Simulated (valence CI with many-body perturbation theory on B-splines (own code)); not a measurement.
S9+: calculated level list

Calculated by configuration interaction combined with many-body perturbation theory (CI+MBPT): five valence electrons over a frozen Dirac-Fock core [He], radial functions for each j: 9 s, 9 p, 8 d, 6 f, 3 g, 1 h, with the one-electron correlation potential Σ1, the two-electron term Σ2, the three-electron term Σ3, Breit, model QED; selected CI, second order for the rest, scaled by the run's own slope (own B-spline code, finite nucleus).

No measured spectrum was set against this ion. As an estimate, levels of excited configurations hold to 0.05 to 0.15 % of their energy, terms of the ground configuration to about 0.5 %. Among the levels kept, up to 2200 cm⁻¹ of a level comes from second order outside the variational space, and about a tenth of that is noise between levels of different J, which matters for small intervals.

Levels 46 to 72 of 72, with energies above the lowest level, 2s²2p³ ⁴S°_3/2. "Leading %" is the weight of the configuration and term that name the level; weights of strongly mixed levels are sums over their largest components and can fall short. In the jj column 3d3/2^4 stands for four electrons in 3d with j = 3/2.

| No. | Configuration | Term | J | E (cm⁻¹) | Leading % | Leading jj | Second component | g |
| --- | --- | --- | --- | --- | --- | --- | --- | --- |
| 46 | 2s²2p²3d | ⁴F | 7/2 | 2324000 | 92 | 2s^2 2p1/2 2p3/2 3d5/2 (69 %) | 5 % 2s²2p²3d ⁴D | 1.247 |
| 47 | 2s²2p²3d | ⁴F | 9/2 | 2328500 | 97 | 2s^2 2p3/2^2 3d5/2 (57 %) |  | 1.332 |
| 48 | 2s²2p²3d | ²P | 3/2 | 2331100 | 62 | 2s^2 2p1/2 2p3/2 3d3/2 (60 %) | 30 % 2s²2p²3d ⁴D | 1.271 |
| 49 | 2s²2p²3d | ⁴D | 1/2 | 2332700 | 79 | 2s^2 2p1/2 2p3/2 3d3/2 (95 %) | 17 % 2s²2p²3d ²P | 0.139 |
| 50 | 2s2p³3s | ⁴S° | 3/2 | 2334200 | 85 | 2s 2p1/2 2p3/2^2 3s (47 %) | 12 % 2s²2p²3p ⁴S° | 1.994 |
| 51 | 2s²2p²3d | ⁴D | 5/2 | 2334800 | 79 | 2s^2 2p1/2 2p3/2 3d3/2 (25 %) | 7 % 2s²2p²3d ⁴P | 1.339 |
| 52 | 2s²2p²3d | ⁴D | 3/2 | 2336300 | 61 | 2s^2 2p1/2 2p3/2 3d5/2 (58 %) | 32 % 2s²2p²3d ²P | 1.247 |
| 53 | 2s²2p²3d | ⁴D | 7/2 | 2337200 | 84 | 2s^2 2p1/2 2p3/2 3d5/2 (48 %) | 8 % 2s²2p²3d ²F | 1.395 |
| 54 | 2s²2p²3d | ²P | 1/2 | 2341300 | 79 | 2s^2 2p3/2^2 3d5/2 (63 %) | 17 % 2s²2p²3d ⁴D | 0.551 |
| 55 | 2s²2p²3d | ²F | 5/2 | 2343200 | 91 | 2s^2 2p1/2 2p3/2 3d5/2 (59 %) | 5 % 2s²2p²3d ⁴D | 0.891 |
| 56 | 2s²2p²3p | ²P° | 1/2 | 2344900 | 94 | 2s^2 2p3/2^2 3p1/2 (74 %) | 4 % 2p⁴3p ²P° | 0.665 |
| 57 | 2s²2p²3p | ²P° | 3/2 | 2345000 | 92 | 2s^2 2p3/2^2 3p3/2 (67 %) | 4 % 2p⁴3p ²P° | 1.335 |
| 58 | 2s²2p²3d | ⁴P | 5/2 | 2349500 | 88 | 2s^2 2p1/2 2p3/2 3d5/2 (41 %) | 8 % 2s²2p²3d ⁴D | 1.578 |
| 59 | 2s²2p²3d | ²F | 7/2 | 2351600 | 88 | 2s^2 2p3/2^2 3d5/2 (62 %) | 8 % 2s²2p²3d ⁴D | 1.164 |
| 60 | 2s²2p²3d | ⁴P | 3/2 | 2352100 | 93 | 2s^2 2p1/2 2p3/2 3d3/2 (33 %) |  | 1.712 |
| 61 | 2s²2p²3d | ⁴P | 1/2 | 2353500 | 95 | 2s^2 2p3/2^2 3d3/2 (50 %) |  | 2.638 |
| 62 | 2s²2p²3d | ²D | 3/2 | 2378900 | 95 | 2s^2 2p1/2 2p3/2 3d5/2 (49 %) |  | 0.805 |
| 63 | 2s²2p²3d | ²D | 5/2 | 2380500 | 94 | 2s^2 2p1/2 2p3/2 3d5/2 (32 %) |  | 1.192 |
| 64 | 2s2p³3p | ⁶P | 3/2 | 2383400 | 99 | 2s 2p1/2 2p3/2^2 3p1/2 (46 %) |  | 2.400 |
| 65 | 2s2p³3p | ⁶P | 5/2 | 2384200 | 99 | 2s 2p1/2 2p3/2^2 3p1/2 (28 %) |  | 1.885 |
| 66 | 2s2p³3p | ⁶P | 7/2 | 2385500 | 99 | 2s 2p1/2 2p3/2^2 3p3/2 (55 %) |  | 1.715 |
| 67 | 2s²2p²3d | ²G | 7/2 | 2397400 | 92 | 2s^2 2p1/2 2p3/2 3d3/2 (47 %) | 5 % 2s²2p²3d ²F | 0.903 |
| 68 | 2s²2p²3d | ²G | 9/2 | 2398300 | 97 | 2s^2 2p1/2 2p3/2 3d5/2 (57 %) |  | 1.112 |
| 69 | 2s²2p²3d | ²D | 3/2 | 2407700 | 96 | 2s^2 2p1/2 2p3/2 3d3/2 (44 %) |  | 0.802 |
| 70 | 2s²2p²3d | ²D | 5/2 | 2407900 | 53 | 2s^2 2p1/2 2p3/2 3d3/2 (43 %) | 43 % 2s²2p²3d ²F | 1.050 |
| 71 | 2s²2p²3d | ²F | 7/2 | 2409200 | 92 | 2s^2 2p1/2 2p3/2 3d5/2 (54 %) | 5 % 2s²2p²3d ²G | 1.131 |
| 72 | 2s²2p²3d | ²F | 5/2 | 2412800 | 51 | 2s^2 2p3/2^2 3d5/2 (57 %) | 45 % 2s²2p²3d ²D | 1.018 |

Names give the largest LS component (configuration and term), which can be under half, so a name can repeat, a term be missing and a line seem to break the LS rules; names also repeat where a configuration has a term twice.
